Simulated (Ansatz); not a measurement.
`CC(O)([SiH3])Cl`. Total charge 0; spin multiplicity 1.

```csv
atom,x (Å),y (Å),z (Å)
C1,1.4345,-0.0338,0.4740
C2,0.1982,0.3508,-0.2964
O3,-0.0323,1.7004,-0.0770
Si4,-1.3323,-0.7333,0.0602
Cl5,0.5320,0.0660,-2.0910
H6,1.6960,-1.0766,0.2964
H7,1.2515,0.1139,1.5413
H8,2.2702,0.6000,0.1708
H9,-0.8299,1.9696,-0.5445
H10,-2.4638,-0.1556,-0.7111
H11,-1.6414,-0.6621,1.5138
H12,-1.0827,-2.1392,-0.3365
```

(1) What are the harmonic wavenumbers in cm⁻¹ at PBE0-D4/def2-TZVP (Ansatz, finite differences of forces, unscaled)? (Best estimate.)

(2) Is this a minimum?

(3) Give the ideal-gas thermochemistry at 298.15 K and 1 bar (rigid rotor, harmonic oscillator; point group C1, symmetry number 1).

(4) And at 400, 500, 600, 800 and 1000 K?

Results:

(1) Ansatz gave: 161, 172, 210, 256, 318, 338, 372, 441, 514, 631, 641, 722, 912, 929, 943, 964, 1047, 1117, 1202, 1348, 1406, 1470, 1478, 2221, 2232, 2256, 3058, 3135, 3159, 3831.

(2) Yes, all 30 modes are real.

(3) Zero-point energy 224.2 kJ/mol; H(298) − E = 246.0 kJ/mol; entropy 346.8 J/(mol·K), of which translation 167.5, rotation 114.3, vibration 65.0; G(298) − E = 142.6 kJ/mol.

(4) 
```tsv
T (K)	H − E (kJ/mol)	S (J/mol/K)	G − E (kJ/mol)
400	259.4	385.3	105.3
500	274.7	419.4	65.0
600	291.8	450.6	21.5
800	330.1	505.5	-74.3
1000	372.6	552.8	-180.2
```
